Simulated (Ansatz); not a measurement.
## A geometry optimisation of C2H6Sn2 with B3LYP-D3(BJ)/def2-SVP

The starting geometry of this gas-phase singlet was optimised with GFN2-xTB.

```csv
atom,x (Å),y (Å),z (Å)
C,0.1546,-1.4295,-1.9513
C,0.9780,-0.4929,-1.0734
Sn,2.0440,-1.5870,0.6208
Sn,3.3903,-2.6789,2.5158
H,0.7813,-2.1942,-2.4101
H,-0.3333,-0.8707,-2.7523
H,-0.6214,-1.9338,-1.3752
H,1.7209,0.0197,-1.6942
H,0.3233,0.2869,-0.6693
H,3.9770,-0.9780,2.4546
```

Question: Where would you expect an optimisation with B3LYP-D3(BJ)/def2-SVP to take it?

Answer: A new bond forms, giving a structure with H10 bridging Sn3 and Sn4, given below by its coordinates. Distances that change by over a tenth: Sn4–H10 (1.80 → 2.00 Å). Contacts that close: Sn3–H10 (2.73 → 1.98 Å).

The energy falls by 0.42 eV over 19 steps:

```json
{"step": "1", "E − E(last) (eV)": "0.423"}
{"step": "3", "E − E(last) (eV)": "0.264"}
{"step": "5", "E − E(last) (eV)": "0.116"}
{"step": "7", "E − E(last) (eV)": "0.023"}
{"step": "9", "E − E(last) (eV)": "0.002"}
{"step": "11", "E − E(last) (eV)": "0.000"}
{"step": "13", "E − E(last) (eV)": "0.000"}
{"step": "15", "E − E(last) (eV)": "0.000"}
{"step": "17", "E − E(last) (eV)": "0.000"}
{"step": "19", "E − E(last) (eV)": "0.000"}
```

Final geometry (Å):

```csv
atom,x (Å),y (Å),z (Å)
C,0.1910,-1.3770,-1.9129
C,1.1018,-0.6227,-0.9493
Sn,2.0108,-1.9495,0.5896
Sn,3.5583,-2.4358,2.6760
H,0.7339,-2.1592,-2.4680
H,-0.2446,-0.6916,-2.6607
H,-0.6502,-1.8634,-1.3923
H,1.9483,-0.1464,-1.4671
H,0.5596,0.1545,-0.3896
H,3.2058,-0.7675,1.6396
```

Frequencies at the end are all real (lowest 10 cm⁻¹). Atoms past krypton carry core potentials, without spin–orbit terms. Run with Ansatz 0.2.0, 68 s on 2 threads of Intel(R) Xeon(R) Processor @ 2.70GHz, with other jobs on the host.
